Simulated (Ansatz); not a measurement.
CH2SeZn, relaxed with RKS PBE-D4/def2-SVP in the Gaussian-basis code of Ansatz from a rough embedded geometry. The force threshold is 0.03 eV/Å; the program also tests the step.

Total charge 0; spin multiplicity 1. The bonds changed during the relaxation, so this is another structure than the one it started from.

Start:

```xyz
5

C    -0.252    0.433   -0.096
Zn    0.120   -1.055    1.576
Se   -0.043   -1.206   -1.279
H    -0.498    1.311   -0.671
H     0.674    0.517    0.470
```

Question: How much energy does the relaxation release, and in how many steps? (Estimate.)

Answer: Computed: 1.43 eV, in 7 steps.

Question: Which bonds change most? (Estimate.)

Answer: The calculation gave: C1–Se3 from 2.031 to 1.800 Å; C1–Zn2 from 2.269 to 2.379 Å; C1–H4 from 1.078 to 1.109 Å; C1–H5 from 1.089 to 1.109 Å.

Question: Give the relaxed structure. (Estimate.)

Answer: The calculation gave: 
```xyz
5

C     0.069    0.204   -0.276
Zn   -0.359   -0.694    1.885
Se    0.057   -0.959   -1.649
H    -0.796    0.874   -0.098
H     1.028    0.575    0.139
```
